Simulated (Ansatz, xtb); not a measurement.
C4H3ClOS: which of two isomers lies lower

Structure X is `Oc1cc(Cl)cs1`, a singlet and structure Y is `O=CC(=C=S)CCl`, a singlet. Both are isolated molecules in the gas phase, relaxed with r2SCAN-D4/def2-SVP; the shapes shown needn't be the lowest conformers.

X (Å):

```xyz
10

C    -0.4523   -1.7163   -1.6035
C     0.0370   -1.0642   -0.4953
C     1.2913   -1.6181   -0.0935
C     1.7356   -2.6547   -0.8720
Cl    2.1663   -1.0135    1.2730
O    -1.5856   -1.5199   -2.2997
S     0.6044   -2.9873   -2.1464
H    -2.0736   -0.7902   -1.8930
H    -0.4587   -0.2360    0.0137
H     2.6507   -3.2346   -0.7714
```

Y (Å):

```xyz
10

C     0.2621    1.3449   -1.0781
C     0.9634    0.3923   -0.1799
C     2.2233    0.6162    0.1832
C     0.2116   -0.8412    0.2253
Cl    0.4824   -2.2048   -0.9336
O    -0.8873    1.1796   -1.4206
S     3.6907    0.9287    0.5802
H     0.8603    2.2281   -1.4062
H    -0.8617   -0.6081    0.1876
H     0.5005   -1.2027    1.2195
```

**Question.** Estimate E(Y) − E(X) at the level CCSD(T)/def2-SVP + ΔMP2/def2-TZVPP.

**Answer.** Calculated at CCSD(T)/def2-SVP + ΔMP2/def2-TZVPP: E(Y) − E(X) = +83.1 kJ/mol, so structure X lies lower.

Level by level:

```
                             level            geometry  E(Y) − E(X) (kJ/mol)  departure from the last row (kJ/mol)  job, with rough time for the two
                          GFN2-xTB            GFN2-xTB                  +143.4                                 +60.3              optimisation, 0.17 s
                         HF/STO-3G            GFN2-xTB                  +181.3                                 +98.2              single point, 0.58 s
      r2SCAN-D4/def2-SVP//GFN2-xTB            GFN2-xTB                   +72.0                                 −11.1               single point, 6.1 s
                r2SCAN-D4/def2-SVP  r2SCAN-D4/def2-SVP                   +71.7                                 −11.4                optimisation, 77 s
                       HF/def2-SVP  r2SCAN-D4/def2-SVP                   +57.8                                 −25.3           part of the CCSD(T) run
                      MP2/def2-SVP  r2SCAN-D4/def2-SVP                   +71.8                                 −11.2           part of the CCSD(T) run
                  CCSD(T)/def2-SVP  r2SCAN-D4/def2-SVP                   +56.3                                 −26.8                      single point
CCSD(T)/def2-SVP + ΔMP2/def2-TZVPP  r2SCAN-D4/def2-SVP                   +83.1                                                      single point, 88 s
```

As drawn, Y has 1 C=O, 2 C–C, 1 C=C, 1 C=S, 1 C–H in place of 1 C–O, 3 C∷C, 2 C∷S, 1 O–H (∷ is an aromatic bond). Structure X has a 5-membered ring (with an aromatic ring), Y no ring.

The levels shown agree on the order. The largest departure from CCSD(T)/def2-SVP + ΔMP2/def2-TZVPP is that of HF/STO-3G, 98.2 kJ/mol. The last row adds to CCSD(T) the change of the MP2 difference between the two basis sets, here +26.8 kJ/mol, a large step that makes the value less sure.

With thermal terms from frequencies at re-optimised GFN2-xTB minima (ideal gas, soft modes damped towards free rotors, one conformer each, 298.15 K, 1 atm): on the last row, ΔE + ΔZPE = +79.8, ΔH = +82.6, ΔG = +73.1 kJ/mol.

The correlated steps freeze 15 core orbitals. Programs: Ansatz 0.2.0, xtb 6.7.1; the last row on 2 threads of Arm Neoverse V1 on a shared host.
